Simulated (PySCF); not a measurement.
Members of one series of related molecules.

All values: PBE0/pcSseg-1 (PySCF) at GFN2-xTB geometries, gas phase, one conformer each.

Task: Rank by LUMO energy, highest first.
A. `C=Cc1nc(S[SiH3])n[nH]1`
B. `C=C[SiH2]c1cc(S[SiH3])n[nH]1`
C. `CCC1=CC(S[SiH3])=NN1`
D. `C=Cc1[nH]nc(S[SiH3])c1S`
E. `c1(c(c(C=C)[nH]n1)C)S[SiH3]`
F. `N[SiH2]Sc1cc([nH]n1)C=C`

Result: C (0.30 eV), B (-0.54 eV), E (-1.03 eV), F (-1.15 eV), D (-1.30 eV), A (-1.54 eV).

Task: Rank by HOMO energy, lowest first.
A. `C=C[SiH2]c1cc(S[SiH3])n[nH]1`
B. `C=CC1=CC(SC)=NN1`
C. `C=Cc1cc(O[SiH3])n[nH]1`
D. `C=CC1=CC([SiH2]S[SiH3])=NN1`
E. `C=Cc1[nH]nc(S[SiH3])c1N`
F. `C=Cc1cc(S[SiH3])nn1C`

Result: D (-6.86 eV), C (-6.56 eV), A (-6.40 eV), F (-6.19 eV), B (-6.00 eV), E (-5.73 eV).

Task: Rank by the lowest IAO charge on any atom, highest value first.
A. `C=Cc1cc(SC)n[nH]1`
B. `C=CC1=C(S)C(S[SiH3])=NN1`
C. `C=CC1=CC(CS[SiH3])=NN1`
D. `CCc1cc(S[SiH3])n[nH]1`
E. `C=CC1=CC(S[SiH2]N)=NN1`
F. `[SiH2](C=C)c1cc(S[SiH3])n[nH]1`

Result: B (-0.317 e), C (-0.338 e), D (-0.413 e), F (-0.430 e), A (-0.498 e), E (-0.855 e).

All values together:

```
                      SMILES      formula  μ (D)  HOMO (eV)  LUMO (eV)  lowest IAO charge (e)  highest IAO charge (e)  lowest Hirshfeld charge (e)  highest Hirshfeld charge (e)
C=Cc1cc([SiH2]S[SiH3])n[nH]1  C5H10N2SSi2   4.63      -6.86      -1.22             -0.448 (S)             +0.710 (Si)                   -0.196 (S)                   +0.317 (Si)
           C=Cc1cc(SC)n[nH]1      C6H8N2S   2.44      -6.00      -1.01             -0.498 (C)              +0.299 (H)                   -0.153 (N)                    +0.158 (H)
C=C[SiH2]c1cc(S[SiH3])n[nH]1  C5H10N2SSi2   3.42      -6.40      -0.54             -0.430 (C)             +0.758 (Si)                   -0.142 (C)                   +0.341 (Si)
        C=Cc1cc(S[SiH3])nn1C   C6H10N2SSi   4.10      -6.19      -1.17             -0.316 (C)             +0.564 (Si)                   -0.114 (N)                   +0.271 (Si)
     C=Cc1[nH]nc(S[SiH3])c1S   C5H8N2S2Si   2.73      -6.14      -1.30             -0.317 (C)             +0.574 (Si)                   -0.116 (N)                   +0.285 (Si)
      C=Cc1nc(S[SiH3])n[nH]1    C4H7N3SSi   4.84      -6.55      -1.54             -0.369 (N)             +0.573 (Si)                   -0.169 (N)                   +0.274 (Si)
     C=Cc1[nH]nc(S[SiH3])c1C   C6H10N2SSi   3.39      -6.27      -1.03             -0.427 (C)             +0.569 (Si)                   -0.122 (N)                   +0.275 (Si)
     C=Cc1[nH]nc(S[SiH3])c1N    C5H9N3SSi   2.77      -5.73      -1.00             -0.514 (N)             +0.572 (Si)                   -0.201 (N)                   +0.278 (Si)
       CCc1cc(S[SiH3])n[nH]1   C5H10N2SSi   4.30      -6.24       0.30             -0.413 (C)             +0.565 (Si)                   -0.128 (N)                   +0.271 (Si)
      C=Cc1cc(O[SiH3])n[nH]1    C5H8N2OSi   2.23      -6.56      -1.00             -0.578 (O)             +0.869 (Si)                   -0.195 (O)                   +0.382 (Si)
     C=Cc1cc(CS[SiH3])n[nH]1   C6H10N2SSi   3.66      -6.58      -1.12             -0.338 (C)             +0.544 (Si)                   -0.131 (N)                   +0.270 (Si)
     C=Cc1cc(S[SiH2]N)n[nH]1    C5H9N3SSi   2.27      -6.19      -1.15             -0.855 (N)             +0.859 (Si)                   -0.326 (N)                   +0.331 (Si)
```

Conformers: `[CH2:1]=[CH:2][c:3]1[cH:4][c:5]([SiH2:6][S:7][SiH3:8])[n:9][nH:10]1` with C1–C2–C3–C4 1°, C4–C5–Si6–S7 -106°, C5–Si6–S7–Si8 -35°; `[CH2:1]=[CH:2][c:3]1[cH:4][c:5]([S:6][CH3:7])[n:8][nH:9]1` with C1–C2–C3–C4 0°, C4–C5–S6–C7 180°; `[CH2:1]=[CH:2][SiH2:3][c:4]1[cH:5][c:6]([S:7][SiH3:8])[n:9][nH:10]1` with C1–C2–Si3–C4 5°, C2–Si3–C4–C5 -75°, C5–C6–S7–Si8 -179°; `[CH2:1]=[CH:2][c:3]1[cH:4][c:5]([S:6][SiH3:7])[n:8][n:9]1[CH3:10]` with C1–C2–C3–C4 0°, C4–C5–S6–Si7 180°; `[CH2:1]=[CH:2][c:3]1[nH:4][n:5][c:6]([S:7][SiH3:8])[c:9]1[SH:10]` with C1–C2–C3–N4 0°, N5–C6–S7–Si8 0°, C6–C9–S10–H 0°; `[CH2:1]=[CH:2][c:3]1[n:4][c:5]([S:6][SiH3:7])[n:8][nH:9]1` with C1–C2–C3–N4 0°, N4–C5–S6–Si7 0°; `[CH2:1]=[CH:2][c:3]1[nH:4][n:5][c:6]([S:7][SiH3:8])[c:9]1[CH3:10]` with C1–C2–C3–N4 179°, N5–C6–S7–Si8 0°; `[CH2:1]=[CH:2][c:3]1[nH:4][n:5][c:6]([S:7][SiH3:8])[c:9]1[NH2:10]` with C1–C2–C3–N4 0°, N5–C6–S7–Si8 2°; `[CH3:1][CH2:2][c:3]1[cH:4][c:5]([S:6][SiH3:7])[n:8][nH:9]1` with C1–C2–C3–C4 -89°, C4–C5–S6–Si7 -178°; `[CH2:1]=[CH:2][c:3]1[cH:4][c:5]([O:6][SiH3:7])[n:8][nH:9]1` with C1–C2–C3–C4 0°, C4–C5–O6–Si7 180°; `[CH2:1]=[CH:2][c:3]1[cH:4][c:5]([CH2:6][S:7][SiH3:8])[n:9][nH:10]1` with C1–C2–C3–C4 0°, C4–C5–C6–S7 89°, C5–C6–S7–Si8 55°; `[CH2:1]=[CH:2][c:3]1[cH:4][c:5]([S:6][SiH2:7][NH2:8])[n:9][nH:10]1` with C1–C2–C3–C4 -177°, C4–C5–S6–Si7 180°, C5–S6–Si7–N8 175°, S6–Si7–N8–H 31° and 176°.
